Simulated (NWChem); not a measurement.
System: C$_{3}$H$_{3}$O$_{3}$, doublet; SMILES O=C1O[CH]CO1

NWChem input:

```
start job
memory heap 200 mb stack 900 mb global 1100 mb
geometry units angstroms noautoz
  O     -0.039076    -1.998221     0.024301
  C     -0.014985    -0.815997     0.003879
  O      1.125086    -0.062567     0.027463
  C      0.802299     1.254534    -0.090354
  C     -0.682865     1.358060    -0.010146
  O     -1.081748    -0.002126    -0.044975
  H      1.545823     1.971224     0.255244
  H     -1.051913     1.824591     0.924326
  H     -1.143659     1.895372    -0.857567
end
basis spherical
  O library 6-31g*
  C library 6-31g*
  H library 6-31g*
end
dft
  odft
  mult 2
  xc revpbe cpbe96
  iterations 150
  mulliken
end
task dft energy
```

Coordinates come from a PBE0/def2-SVP, spin-unrestricted optimisation. Not confirmed as a minimum by frequencies. No stability test was run on the SCF state.

Give the results of this calculation. (revPBE/6-31G* (spherical d), spin-unrestricted.) Quantities: energy (Ha); highest occupied level (eV); lowest empty minus highest occupied level, either spin (eV); dipole (D); <S²>.


```
Item                                                           Value
-----------------------------------------------------------  -------
energy (Ha)                                                  -341.64
highest occupied level (eV)                                    -4.35
lowest empty minus highest occupied level, either spin (eV)     1.93
dipole (D)                                                      4.28
<S²>                                                           0.753
```
